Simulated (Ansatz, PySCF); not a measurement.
Reaction (SMILES): [BH3-][NH2+] → [BH2-][NH3+]
Each molecule is optimised on its own at B3LYP-D3(BJ)/def2-TZVP (Ansatz, a program for electronic structure).

Property: isomerisation energy (electronic energy difference), in kJ/mol. Cores are frozen in the correlated levels unless marked. Open shells are spin-unrestricted. No spin-orbit coupling. Non-relativistic unless marked X2C. Basis-set limits of correlation are two-point, X^-3; Hartree-Fock from the larger set. [CCSD(T)-MP2]/basis is that difference in the basis named.

| level | program | isomerisation energy (kJ/mol) | minus last row |
|---|---|---|---|
| HF/cc-pVTZ | Ansatz | -20.8 | -30.2 |
| HF/cc-pVQZ | Ansatz | -20.5 | -29.9 |
| BLYP-D4/def2-TZVPD | Ansatz + dftd4 | 55.2 | 45.8 |
| revPBE-D3(BJ)/def2-TZVPD | Ansatz + dftd3 | 44.0 | 34.6 |
| BP86/def2-TZVPD | PySCF | 47.5 | 38.1 |
| TPSS-D4/def2-TZVPD | PySCF + dftd4 | 47.7 | 38.3 |
| PBE0/def2-SVP | Ansatz | 32.0 | 22.6 |
| TPSSh-D3(BJ)/def2-TZVPD | PySCF + dftd3 | 40.8 | 31.4 |
| HSE06-D3(BJ)/def2-TZVPD | Ansatz + dftd3 | 30.0 | 20.6 |
| CAM-B3LYP-D3(BJ)/def2-TZVPD | Ansatz + dftd3 | 33.7 | 24.3 |
| wB97M-V/def2-TZVPD | Ansatz | 30.8 | 21.4 |
| PBE-QIDH/def2-TZVPD | Ansatz | 11.0 | 1.6 |
| MP2/6-31G* | Ansatz | 3.6 | -5.8 |
| RI-MP2/aug-cc-pVTZ | Ansatz | -11.7 | -21.1 |
| RI-MP2/CBS(aug-cc-pVTZ,aug-cc-pVQZ) | Ansatz | -10.5 | -19.9 |
| CCSD/def2-SVP | Ansatz | 2.3 | -7.1 |
| CCSD/def2-TZVPP | Ansatz | 3.7 | -5.7 |
| X2C-CCSD(T)/cc-pVTZ-DK | Ansatz | 7.8 | -1.6 |
| RI-MP2/CBS(def2-TZVPP,def2-QZVPP)+[CCSD(T)-MP2]/def2-SVP | Ansatz | 6.4 | -3.0 |
| RI-MP2/CBS(def2-TZVPP,def2-QZVPP)+[CCSD(T)-MP2]/def2-TZVPP | Ansatz | 9.0 | -0.4 |
| RI-MP2/CBS(aug-cc-pVTZ,aug-cc-pVQZ)+[CCSD(T)-MP2]/aug-cc-pVTZ | Ansatz | 9.4 | 0.0 |
